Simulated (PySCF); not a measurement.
C₃H₁₀OSi₂, SMILES C=C(C[SiH2]O)[SiH3]. Atoms are numbered in the order given.

```xyz
16

C     -0.8802     0.7824     1.9220
C     -0.9336     0.3163     0.6629
Si    -1.9117     1.2636    -0.6351
C     -0.2036    -0.9265     0.2338
Si     1.5834    -0.4679    -0.1845
O      2.4164    -1.7147    -0.9168
H     -0.3347     0.2495     2.7111
H     -1.3846     1.7067     2.2184
H     -1.0465     1.6151    -1.8038
H     -3.0282     0.4095    -1.1498
H     -2.4730     2.5107    -0.0358
H     -0.6634    -1.4009    -0.6493
H     -0.1904    -1.6821     1.0384
H      1.5986     0.6558    -1.1587
H      2.2448    -0.0516     1.0934
H      2.6466    -2.4684    -0.3670
```
Charge 0, spin multiplicity 1.

Geometry: PBE0-D3(BJ)/def2-SVP. The structure was generated by enumeration, and PubChem lists no compound with its InChIKey, so it may never have been made. One conformer was computed; it need not be the lowest.

These are PySCF with PBE/pcSseg-1 values and carry that method's errors.

GIAO shieldings, no solvent; atoms listed in one row are averaged. δ = σ(ref) − σ: ¹³C against TMS (σ = 182.0 ppm); ²⁹Si against TMS (σ = 335.4 ppm); ¹⁷O against H2O (σ = 334.3 ppm); ¹H against TMS (σ = 31.49 ppm), references at their B3LYP-D3(BJ)/def2-TZVP geometries, non-relativistic.

Computed chemical shifts:
| nucleus | atoms | count | δ (ppm) |
|---|---|---|---|
| ¹³C | C2 | 1 | 142.8 |
| ¹³C | C1 | 1 | 138.4 |
| ¹³C | C4 | 1 | 32.0 |
| ²⁹Si | Si5 | 1 | -13.4 |
| ²⁹Si | Si3 | 1 | -64.4 |
| ¹⁷O | O6 | 1 | 42.3 |
| ¹H | H8 | 1 | 6.16 |
| ¹H | H7 | 1 | 5.94 |
| ¹H | H15 | 1 | 5.21 |
| ¹H | H14 | 1 | 5.00 |
| ¹H | H9, H10, H11 | 3 | 4.56 |
| ¹H | H13 | 1 | 2.41 |
| ¹H | H12 | 1 | 2.30 |
| ¹H | H16 | 1 | 1.11 |
